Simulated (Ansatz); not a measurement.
A made-up structure of Al$_{2}$H$_{3}$I, singlet:

| atom | x (Å) | y (Å) | z (Å) |
| --- | --- | --- | --- |
| Al1 | -1.0390 | 0.4425 | -0.8123 |
| Al2 | 0.9412 | -0.0758 | 0.7893 |
| I3 | 1.6178 | -2.4690 | 0.9710 |
| H4 | -1.7518 | -0.7329 | -1.6096 |
| H5 | 1.0319 | 0.1780 | 2.2852 |
| H6 | 1.8049 | 0.9079 | 1.6875 |

It is relaxed with PBE-D4/def2-SVP and then PBE0-D4/def2-TZVP (Ansatz 0.2.0). Atoms count as bonded within 1.22 times the sum of their covalent radii (H–H: 0.88 Å). The end point is not checked to be a true minimum.

(1) Does its bonding change? (A judgement: the text doesn't fix the answer.)

Results:

(1) Computed: Yes. Formed: Al1–I3; broken: none.

Where it ends: The first stage lowers the energy by 3.42 eV in 13 steps. It ends as Al₂H₃I ([AlH]1[AlH2][I]1):
```tsv
atom	x (Å)	y (Å)	z (Å)
Al1	-0.5836	-0.3004	-0.4943
Al2	0.9420	0.3573	1.3841
I3	1.0456	-2.2722	0.2298
H4	-1.5329	-0.7489	-1.6851
H5	0.4178	0.1628	2.8666
H6	2.3160	1.0519	1.0101
```

Labels in which every atom is bracketed show which atoms are joined, not bond orders.

For scale, one of the runs: PBE0-D4/def2-TZVP relaxation, 142 basis functions, launched by `ansatz run in.yaml --threads 2 --pin off --events-out ev --progress --plain --max-ram 4352MiB`. Hardware: 2 CPU threads of an AMD EPYC 9B45, shared host. Wall time about 7.5 s.
